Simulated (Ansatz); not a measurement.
`COC(F)[SeH]`. The species carries charge 0 and has multiplicity 1. The geometry is a stationary point of PBE0-D4/def2-TZVP. It is one conformer, not always the lowest.

```xyz
10

C     0.615    0.984    0.918
O     0.563   -0.269    0.250
C    -0.357   -0.314   -0.745
F     0.051    0.424   -1.834
Se   -0.561   -2.152   -1.396
H     1.313    0.865    1.744
H     0.969    1.772    0.250
H    -0.372    1.255    1.312
H    -1.325    0.099   -0.437
H    -0.896   -2.664   -0.062
```

What is the dipole moment at B3LYP/def2-TZVPP? (Best estimate.)

The calculation gave: 2.63 D, with components (-0.79, 1.13, 2.24) D in this frame, pointing from negative to positive charge.

And with PBE, r2SCAN, ωB97M-V? (Best estimate.)

The calculation gave: PBE 2.56 D, r2SCAN 2.69 D, ωB97M-V 2.64 D.

Give the Mulliken charges with B3LYP, PBE, ωB97M-V in def2-TZVPP. (An estimate is asked.)

The calculation gave: 
```json
{"atom": "C1", "B3LYP": "-0.15", "PBE": "-0.17", "ωB97M-V": "-0.20"}
{"atom": "O2", "B3LYP": "-0.27", "PBE": "-0.20", "ωB97M-V": "-0.25"}
{"atom": "C3", "B3LYP": "0.20", "PBE": "0.14", "ωB97M-V": "0.14"}
{"atom": "F4", "B3LYP": "-0.22", "PBE": "-0.17", "ωB97M-V": "-0.21"}
{"atom": "Se5", "B3LYP": "-0.04", "PBE": "-0.06", "ωB97M-V": "-0.05"}
{"atom": "H6", "B3LYP": "0.13", "PBE": "0.12", "ωB97M-V": "0.13"}
{"atom": "H7", "B3LYP": "0.12", "PBE": "0.12", "ωB97M-V": "0.14"}
{"atom": "H8", "B3LYP": "0.09", "PBE": "0.09", "ωB97M-V": "0.11"}
{"atom": "H9", "B3LYP": "0.09", "PBE": "0.08", "ωB97M-V": "0.12"}
{"atom": "H10", "B3LYP": "0.04", "PBE": "0.05", "ωB97M-V": "0.06"}
```

B3LYP here is the variant with VWN-RPA as its local correlation; programs differ in this.

Program: Ansatz 0.2.0.
